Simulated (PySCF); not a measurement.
Calculation: PBE0-D3(BJ)/def2-TZVP // PBE-D3(BJ)/def2-SVP (PySCF). All species are isolated molecules in the gas phase. One relaxed conformer stands for a flexible species; it need not be the lowest. Delta-SCF ions had no search for a lower state. 

Reference species (SMILES): `[F][GeH2][F]` (neutral, multiplicity 1).

```json
{
 "HOMO": "-10.07 eV",
 "vertical ionisation energy (Delta-SCF)": "12.61 eV",
 "HOMO–LUMO gap": "9.96 eV"
}
```

After one change: the HOMO rises by 1.50 eV; the vertical ionisation energy (Delta-SCF) falls by 1.97 eV; the HOMO–LUMO gap falls by 2.77 eV.

Problem. Name the change that produced these shifts. The new species is one of these.
(A) `[F][GeH2][GeH2][F]` (F–Ge–Ge–F torsion 177°)
(B) `[F][GeH2][GeH2][GeH2][F]` (F–Ge–Ge–Ge torsion 178°, Ge–Ge–Ge–F torsion 178°)
(C) `[F][GeH2][GeH2][GeH2][GeH2][F]`
(D) `[F][GeH2][GeH2][GeH2][GeH2][GeH2][GeH2][GeH2][F]`

Solution. A, `[F][GeH2][GeH2][F]` (F–Ge–Ge–F torsion 177°)
